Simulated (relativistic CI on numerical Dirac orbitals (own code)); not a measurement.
## Dy⁴⁹⁺: sensitivity of the levels to the model

Base calculation: Dirac-Coulomb-Breit CI, orbitals from a KLI potential per configuration, QED by a radiative potential, unscaled Slater integrals.

Configurations in the expansion (outside the closed core [Ne]): 3s2.3p5, 3s.3p6, 3s2.3p4.3d, 3s.3p5.3d, 3p6.3d, 3s.3p4.3d2, 3s2.3p3.3d.4p, 3p6.4s, 3s.3p4.3d.4s, 3s2.3p4.4s, 3p6.4p, 3s2.3p4.4p, 3s2.3p4.4d, 3p5.3d.4p, 3s.3p5.4s, 3s2.3p4.4f, 3s.3p5.4p, 3s.3p5.4d, 3s.3p5.4f, 3s2.3p4.5s, 3s2.3p4.5p, 3s2.3p3.4s.4p, 3s2.3p4.5d, 3s2.3p4.5f, 3s2.3p4.5g, 3s.3p4.4s2, 3s.3p5.5s, 3s.3p5.5p, 3s2.3p3.3d2, 3s2.3p2.3d3, 3s.3p3.3d3, 3s2.3p2.3d2.4s, 3s2.3p2.3d2.4p, 3s2.3p2.3d2.4d, 3p5.3d2, 3p4.3d3, 3p4.3d2.4s, 3p4.3d2.4p, 3p4.3d2.4d, 3s2.3p3.3d.4s, 3s.3p3.3d2.4s, 3s2.3p2.3d.4s2, 3s2.3p2.3d.4s.4p, 3s2.3p2.3d.4s.4d, 3p5.3d.4s, 3p4.3d.4s2, 3p4.3d.4s.4p, 3p4.3d.4s.4d, 3s2.3p3.4s2, 3s.3p3.3d.4s2, 3s2.3p2.4s2.4p, 3s2.3p2.4s2.4d, 3s2.3p3.4p2, 3s2.3p2.3d.4p2, 3s.3p3.3d.4p2, 3s2.3p2.4s.4p2, 3s2.3p2.4p3, 3s2.3p2.4p2.4d. Double excitations out of closed p, d and f shells are left out; levels of such configurations are missing from the list, as are those of other unlisted configurations, and high levels can miss mixing partners. These lack a partner that the ground configuration has and come out too high: 3s2.3p4.4f, 3s.3p5.4p, 3s.3p5.4d, 3s.3p5.4f, 3s2.3p4.5s.

Variants: (1) P86 correlation estimate; (2) Breit term removed; (3) configuration mixing switched off. Shifts of the energy above 3s2.3p5 2P°_3/2, in eV, for the lowest level and the first level of each name with at least 55 % of one term (blank where a level changes its place among those of its configuration and J or its character, or is not in the variant):

```csv
Level,Base,Δ(1),Δ(2),Δ(3)
3s2.3p5 2P°_3/2,0.000,0.000,0.000,0.000
3s2.3p5 2P°_1/2,201.035,+0.003,+2.288,+1.202
3s2.3p4.3d 2D_3/2,228.564,+0.450,+0.907,-2.172
3s2.3p4.3d 4F_9/2,253.324,+0.449,+2.912,-3.361
3s.3p6 2S_1/2,364.951,+0.305,+0.704,+18.055
3s2.3p4.3d 4D_1/2,394.309,+0.449,+3.219,-2.440
3s2.3p4.3d 2G_7/2,412.936,+0.451,+4.133,-2.330
3s2.3p4.3d 2G_9/2,457.821,+0.451,+5.526,-2.278
3s.3p5.3d 4P°_1/2,550.859,+0.705,+1.436,+8.401
```

At this charge energies of transitions that change n are usually good to better than 1 %, and those within a shell (Δn = 0) to a few per cent.

Ionisation energy from the two ground configurations alone: base 4407.16 eV; P86 correlation estimate 4409.26 eV; Breit term removed 4411.31 eV. The NIST ASD value (theoretical) is 4407 eV.

LS names give the leading component of a level, which can be under half, so a name can repeat, a term be missing and a line seem to break the LS rules.
